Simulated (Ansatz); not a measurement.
One change: `C[BH][GeH3]` becomes `CBCl`.

Ansatz, PBE0-D4/def2-TZVP geometries, multiplicity 1. 

Scalar relativity is left out up to krypton.

```
                                          property  `C[BH][GeH3]`
size of the dipole moment (ωB97M-V/def2-TZVPP) / D           1.37
             LUMO energy (ωB97M-V/def2-TZVPP) / eV           0.20
                 LUMO energy (PBE/def2-TZVPP) / eV          -2.73
  size of the dipole moment (B3LYP/def2-TZVPP) / D           1.37
               HOMO–LUMO gap (PBE/def2-TZVPP) / eV           3.93
               HOMO energy (B3LYP/def2-TZVPP) / eV          -7.66
```

(1) What does the change do to each property? (Best estimate.)

## Answers

(1) The calculation gave: 
| property | `CBCl` | shift |
| --- | --- | --- |
| size of the dipole moment (ωB97M-V/def2-TZVPP) / D | 1.32 | -0.05 |
| LUMO energy (ωB97M-V/def2-TZVPP) / eV | 0.85 | 0.65 |
| LUMO energy (PBE/def2-TZVPP) / eV | -2.19 | 0.54 |
| size of the dipole moment (B3LYP/def2-TZVPP) / D | 1.31 | -0.06 |
| HOMO–LUMO gap (PBE/def2-TZVPP) / eV | 4.86 | 0.93 |
| HOMO energy (B3LYP/def2-TZVPP) / eV | -8.20 | -0.54 |

With PBE0 the HOMO falls by 0.59 eV and the LUMO rises by 0.58 eV, so the gap widens by about 1.17 eV. PBE moves the HOMO by -0.39 eV and ωB97M-V by -0.73 eV. The zero-point energy changes by -55.5 kJ/mol with -9 modes. Dipoles are sizes alone; their direction can turn.

B3LYP here is the variant with VWN-RPA as its local correlation; programs differ in this.
